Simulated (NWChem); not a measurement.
System meant: CH6BFN2; SMILES NB(N)CF

The following NWChem deck was run.

```
start job
memory heap 200 mb stack 900 mb global 1100 mb
geometry units angstroms noautoz
  N      0.733364    -1.769739    -0.003368
  B     -0.012774    -0.566735     0.000721
  N     -1.418996    -0.514514     0.001653
  C      0.757655     0.831972     0.006126
  F     -0.130077     1.897693    -0.003601
  H      1.742278    -1.790606    -0.004400
  H      0.315300    -2.689160    -0.005213
  H     -2.038131    -1.311594    -0.001649
  H     -1.881222     0.384399     0.002844
  H      1.421523     0.927138    -0.873634
  H      1.403412     0.928743     0.899153
end
basis spherical
  N library def2-svp
  B library def2-svp
  C library def2-svp
  F library def2-svp
  H library def2-svp
end
dft
  xc xpbe96 cpbe96
  iterations 4
  mulliken
end
task dft energy
```

End of the output:

```
    Atom       Charge   Shell Charges
 -----------   ------   -------------------------------------------------------
    1 N    7     6.99   1.97  0.67  0.39  2.25  1.68  0.03
    2 B    5     5.29   1.96  0.50  0.21  1.58  0.71  0.32
    3 N    7     6.98   1.97  0.67  0.39  2.26  1.67  0.03
    4 C    6     5.94   1.96  0.60  0.31  1.83  1.11  0.13
    5 F    9     9.13   1.98  1.02  0.75  3.22  2.16  0.01
    6 H    1     0.93   0.60  0.21  0.12
    7 H    1     0.93   0.60  0.21  0.12
    8 H    1     0.93   0.60  0.21  0.12
    9 H    1     0.93   0.59  0.21  0.12
   10 H    1     0.98   0.64  0.27  0.07
   11 H    1     0.98   0.64  0.27  0.07

 center of mass
 --------------
 x =  -0.02253546 y =   0.12077710 z =  -0.00049918

 moments of inertia (a.u.)
 ------------------
         512.547894552696           0.000000000000          -0.000000000000
           0.000000000000         211.337666669064          -0.000000000000
          -0.000000000000          -0.000000000000         712.565644358107

     Multipole analysis of the density
     ---------------------------------

     L   x y z        total         alpha         beta         nuclear
     -   - - -        -----         -----         ----         -------
     0   0 0 0     -0.000000    -20.000000    -20.000000     40.000000

     1   1 0 0      0.057484      0.028742      0.028742      0.000000
     1   0 1 0     -0.999958     -0.499979     -0.499979     -0.000000
     1   0 0 1      0.002175      0.001088      0.001088      0.000000

     2   2 0 0    -17.283442    -73.260618    -73.260618    129.237795
     2   1 1 0     -0.058639     -0.458494     -0.458494      0.858348
     2   1 0 1      0.003036     -0.006600     -0.006600      0.016235
     2   0 2 0    -20.653168   -146.117789   -146.117789    271.582411
     2   0 1 1      0.025779     -0.035407     -0.035407      0.096594
     2   0 0 2    -23.472584    -14.543468    -14.543468      5.614352

 ------------------------------------------------------------------------
 dft energy failed                                                                                  0
 ------------------------------------------------------------------------
 ------------------------------------------------------------------------
  current input line :
    28: task dft energy
 ------------------------------------------------------------------------
 ------------------------------------------------------------------------
 This type of error is most commonly associated with calculations not reaching convergence criteria
 ------------------------------------------------------------------------
 For more information see the NWChem manual at https://nwchemgit.github.io

0:dft energy failed:Received an Error in Communication
```

**Question.** Find the fault in this run and fix the input.

**Answer.** Convergence was not reached. Cause: the SCF was allowed too few iterations. This input runs:
```
start job
memory heap 200 mb stack 900 mb global 1100 mb
geometry units angstroms noautoz
  N      0.733364    -1.769739    -0.003368
  B     -0.012774    -0.566735     0.000721
  N     -1.418996    -0.514514     0.001653
  C      0.757655     0.831972     0.006126
  F     -0.130077     1.897693    -0.003601
  H      1.742278    -1.790606    -0.004400
  H      0.315300    -2.689160    -0.005213
  H     -2.038131    -1.311594    -0.001649
  H     -1.881222     0.384399     0.002844
  H      1.421523     0.927138    -0.873634
  H      1.403412     0.928743     0.899153
end
basis spherical
  * library def2-svp
end
dft
  xc xpbe96 cpbe96
  iterations 150
  mulliken
end
task dft energy
```
It converges to -275.46317 Ha (PBE/def2-SVP).
